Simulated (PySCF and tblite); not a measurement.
Values are calculated unless marked as measured or tabulated.
Molecule: 2,2-dimethylpyrrolidine, C₆H₁₃N, numbered as in [CH3:1][C:2]1([CH3:3])[CH2:4][CH2:5][CH2:6][NH:7]1; H are named by their carrier, a and b as at the first point (Å):

```
C1      -1.692    0.580    0.669
C2      -0.527    0.080   -0.191
C3      -0.971   -0.018   -1.655
C4       0.705    0.999   -0.039
C5       1.877    0.035    0.133
C6       1.227   -1.115    0.895
N7      -0.054   -1.244    0.230
H1a     -2.554   -0.077    0.560
H1b     -1.985    1.582    0.365
H1c     -1.407    0.607    1.719
H3a     -1.308    0.949   -2.020
H3b     -1.784   -0.733   -1.750
H3c     -0.143   -0.362   -2.267
H4a      0.830    1.655   -0.897
H4b      0.601    1.617    0.854
H5a      2.716    0.476    0.667
H5b      2.218   -0.322   -0.838
H6a      1.784   -2.051    0.810
H6b      1.141   -0.859    1.965
H7      -0.740   -1.742    0.781
```

The ring 2–4–5–6–7 is held at Altona–Sundaralingam phase angles P (ν_j = ν_max cos(P + 144°(j − 2)), ν_j about the bond from ring atom j to j + 1, counted from 0) and the rest relaxed at GFN2-xTB. Energies: PBE0/pcSseg-1 + D3(BJ). Couplings: B3LYP/6-31G* with H pcJ-1, gas phase, for ¹H. (tblite 0.8, PySCF 2.14.)

How do the most sensitive couplings change along the phase angle P?


```csv
phase angle P °,"³J(H6a,H7)","³J(H4a,H5a)","³J(H4b,H5b)","³J(H5a,H6a)","³J(H5b,H6b)","³J(H5a,H6b)","³J(H6b,H7)","³J(H4b,H5a)","³J(H4a,H5b)"
0,-0.4,0.2,12.7,0.2,11.5,5.0,6.3,8.0,8.3
72,-0.5,8.1,1.8,2.5,6.7,11.9,6.3,11.5,13.6
144,7.1,13.1,0.2,12.0,0.1,8.7,10.4,7.5,7.4
216,14.5,7.7,2.1,11.3,0.2,8.7,7.3,13.8,11.3
288,7.8,0.3,11.9,2.5,7.1,11.0,13.1,10.6,9.1
```
Values in Hz.

Set ³J(H6a,H7) against its H–C–N–H torsion.

79°: -0.4 Hz, 81°: -0.5 Hz, 131°: 7.1 Hz, 131°: 7.8 Hz, 161°: 14.5 Hz.

With the energies 0.07, 0.12, 0.64, 0.21, 0.32 kcal/mol at these points, what are the Boltzmann averages at 298 K?

³J(H6a,H7) 4.9, ³J(H4a,H5a) 5.1, ³J(H4b,H5b) 6.4, ³J(H5a,H6a) 4.7, ³J(H5b,H6b) 6.0, ³J(H5a,H6b) 8.9, ³J(H6b,H7) 8.1, ³J(H4b,H5a) 10.5, ³J(H4a,H5b) 10.3 Hz, over these points alone; points not sampled, such as mirror images that interchange a and b, would even out couplings that symmetry makes equal.
